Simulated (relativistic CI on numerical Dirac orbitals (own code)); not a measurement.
**Ni⁺ (3d9) in a crystal field**

Calculated by Dirac-Coulomb-Breit CI, orbitals from a KLI potential per configuration, QED by a radiative potential, valence Slater integrals scaled by 0.65, one configuration in a parametric crystal field (own radial code).

Field parameters in Wybourne normalisation: D3d B²₀ = −7Dσ, B⁴₀ = −14Dq − 21Dτ, B⁴₃ = −14√(10/7) Dq. The field is a parameter set, without covalency.

S is read from ⟨S²⟩ = S(S + 1).

Powder χT (cm³ K mol⁻¹) by Van Vleck's formula, with temperature-independent terms:

| Field | 2 K | 5 K | 10 K | 20 K | 50 K | 100 K | 200 K | 300 K |
| --- | --- | --- | --- | --- | --- | --- | --- | --- |
| D3d, 10Dq = 8450, Dσ = -1200, Dτ = 310 cm⁻¹ | 0.329 | 0.334 | 0.341 | 0.357 | 0.404 | 0.475 | 0.547 | 0.569 |
| D3d, 10Dq = 8450, Dσ = -980, Dτ = 310 cm⁻¹ | 0.313 | 0.318 | 0.327 | 0.344 | 0.394 | 0.468 | 0.537 | 0.557 |
| D3d, 10Dq = 8450, Dσ = -760, Dτ = 310 cm⁻¹ | 0.296 | 0.302 | 0.311 | 0.33 | 0.385 | 0.462 | 0.527 | 0.546 |
| D3d, 10Dq = 8450, Dσ = -550, Dτ = 310 cm⁻¹ | 0.279 | 0.285 | 0.295 | 0.316 | 0.378 | 0.458 | 0.518 | 0.535 |
| D3d, 10Dq = 8450, Dσ = -330, Dτ = 310 cm⁻¹ | 0.259 | 0.266 | 0.278 | 0.303 | 0.374 | 0.456 | 0.508 | 0.524 |
| D3d, 10Dq = 8450, Dσ = -110, Dτ = 310 cm⁻¹ | 0.238 | 0.247 | 0.262 | 0.293 | 0.378 | 0.457 | 0.5 | 0.514 |
| D3d, 10Dq = 8450, Dσ = 110, Dτ = 310 cm⁻¹ | 0.216 | 0.229 | 0.251 | 0.293 | 0.396 | 0.463 | 0.493 | 0.506 |
| D3d, 10Dq = 8450, Dσ = 330, Dτ = 310 cm⁻¹ | 0.199 | 0.223 | 0.262 | 0.334 | 0.437 | 0.472 | 0.489 | 0.501 |

Task: For D3d, 10Dq = 8450, Dσ = -110, Dτ = 310 cm⁻¹: what effective moment follows at 300 K?

Result: μ_eff = √(8χT) = 2.03 μB. The ground level has S = 0.50; the spin-only moment for S = 1/2 is 1.73 μB. The difference comes from the orbital moment, spin-orbit mixing of terms and temperature-independent paramagnetism, all larger in this ionic model than in covalent complexes.
